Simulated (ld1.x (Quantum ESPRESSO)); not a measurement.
# An all-electron radial function and its pseudo partner (S (Z = 16))

Columns: radius, all-electron u(r) and pseudo u(r) of the 3p shell (level -6.99 eV) of sulfur in the configuration [Ne] 3s2 3p4; PBEsol, non-relativistic, PAW scheme, ld1.x (Quantum ESPRESSO) 7.5.

```json
{"r (bohr)": "0.090", "all-electron": "0.1407", "pseudo": "-0.0084"}
{"r (bohr)": "0.180", "all-electron": "0.2883", "pseudo": "-0.0331"}
{"r (bohr)": "0.270", "all-electron": "0.3308", "pseudo": "-0.0727"}
{"r (bohr)": "0.360", "all-electron": "0.2847", "pseudo": "-0.1251"}
{"r (bohr)": "0.450", "all-electron": "0.1848", "pseudo": "-0.1872"}
{"r (bohr)": "0.540", "all-electron": "0.0593", "pseudo": "-0.2559"}
{"r (bohr)": "0.630", "all-electron": "-0.0727", "pseudo": "-0.3277"}
{"r (bohr)": "0.720", "all-electron": "-0.1995", "pseudo": "-0.3993"}
{"r (bohr)": "0.810", "all-electron": "-0.3148", "pseudo": "-0.4676"}
{"r (bohr)": "0.900", "all-electron": "-0.4156", "pseudo": "-0.5301"}
{"r (bohr)": "0.990", "all-electron": "-0.5010", "pseudo": "-0.5850"}
{"r (bohr)": "1.080", "all-electron": "-0.5711", "pseudo": "-0.6309"}
{"r (bohr)": "1.170", "all-electron": "-0.6264", "pseudo": "-0.6676"}
{"r (bohr)": "1.260", "all-electron": "-0.6682", "pseudo": "-0.6951"}
{"r (bohr)": "1.350", "all-electron": "-0.6980", "pseudo": "-0.7142"}
{"r (bohr)": "1.440", "all-electron": "-0.7171", "pseudo": "-0.7257"}
{"r (bohr)": "1.530", "all-electron": "-0.7271", "pseudo": "-0.7309"}
{"r (bohr)": "1.620", "all-electron": "-0.7295", "pseudo": "-0.7306"}
{"r (bohr)": "1.710", "all-electron": "-0.7255", "pseudo": "-0.7256"}
{"r (bohr)": "1.800", "all-electron": "-0.7164", "pseudo": "-0.7164"}
{"r (bohr)": "1.890", "all-electron": "-0.7030", "pseudo": "-0.7030"}
{"r (bohr)": "1.980", "all-electron": "-0.6864", "pseudo": "-0.6864"}
{"r (bohr)": "2.070", "all-electron": "-0.6672", "pseudo": "-0.6672"}
{"r (bohr)": "2.160", "all-electron": "-0.6461", "pseudo": "-0.6461"}
{"r (bohr)": "2.250", "all-electron": "-0.6236", "pseudo": "-0.6236"}
{"r (bohr)": "2.340", "all-electron": "-0.6002", "pseudo": "-0.6002"}
```

Question: How many radial nodes do the two functions have?

Answer: The all-electron 3p function has n − l − 1 = 1; the pseudo-wave has 0, since the states of the same l below it are removed with the core.

Question: At about which radius was the pseudo-wave matched?

Answer: 1.80 bohr, where the columns begin to agree (steps of 0.09 bohr).

Question: Is the pseudo-wave norm-conserving?

Answer: No, it belongs to a PAW set: the norm inside the radius is not constrained, and the difference is carried by the augmentation charge.
